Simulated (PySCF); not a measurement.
B(Br)2(NH2) (BBr₂H₂N), SMILES B(N)(Br)Br.

Coordinates come from a B3LYP-D3(BJ)/def2-SVP optimisation. Other conformers were not sampled.

Method: TDA-B3LYP/def2-SVPD (PySCF).

Vertical excitations. The molecule is in vacuum. State labels are in the subgroup C2v.

Computed UV-visible absorptions:
```json
[
 {"state": "S1", "symmetry": "A2", "energy (eV)": "6.08", "λ (nm)": "204", "f": "0.000", "main pairs": "HOMO→LUMO 100 %"},
 {"state": "S2", "symmetry": "B2", "energy (eV)": "6.69", "λ (nm)": "185", "f": "0.003", "main pairs": "HOMO→LUMO+1 77 %, HOMO−2→LUMO 18 %"},
 {"state": "S3", "symmetry": "B1", "energy (eV)": "6.72", "λ (nm)": "184", "f": "0.000", "main pairs": "HOMO−3→LUMO 99 %"},
 {"state": "S4", "symmetry": "B2", "energy (eV)": "6.79", "λ (nm)": "183", "f": "0.161", "main pairs": "HOMO−2→LUMO 69 %, HOMO→LUMO+1 22 %"},
 {"state": "S5", "symmetry": "B1", "energy (eV)": "6.89", "λ (nm)": "180", "f": "0.005", "main pairs": "HOMO−1→LUMO+1 98 %"},
 {"state": "S6", "symmetry": "A1", "energy (eV)": "7.00", "λ (nm)": "177", "f": "0.085", "main pairs": "HOMO−1→LUMO 83 %"},
 {"state": "S7", "symmetry": "A2", "energy (eV)": "7.03", "λ (nm)": "176", "f": "0.000", "main pairs": "HOMO−2→LUMO+1 96 %"},
 {"state": "S8", "symmetry": "A1", "energy (eV)": "7.45", "λ (nm)": "166", "f": "0.178", "main pairs": "HOMO−3→LUMO+1 80 %"},
 {"state": "S9", "symmetry": "B2", "energy (eV)": "7.45", "λ (nm)": "166", "f": "0.098", "main pairs": "HOMO→LUMO+2 79 %"},
 {"state": "S10", "symmetry": "B1", "energy (eV)": "7.47", "λ (nm)": "166", "f": "0.008", "main pairs": "HOMO−1→LUMO+2 94 %"},
 {"state": "T1", "symmetry": "A1", "energy (eV)": "5.76", "λ (nm)": "215", "f": "0", "main pairs": "HOMO−1→LUMO 95 %"},
 {"state": "T2", "symmetry": "A2", "energy (eV)": "5.96", "λ (nm)": "208", "f": "0", "main pairs": "HOMO→LUMO 99 %"},
 {"state": "T3", "symmetry": "B2", "energy (eV)": "6.16", "λ (nm)": "201", "f": "0", "main pairs": "HOMO−2→LUMO 99 %"},
 {"state": "T4", "symmetry": "B2", "energy (eV)": "6.50", "λ (nm)": "191", "f": "0", "main pairs": "HOMO→LUMO+1 76 %, HOMO→LUMO+2 18 %"}
]
```
Triplets are in the Tamm–Dancoff approximation.
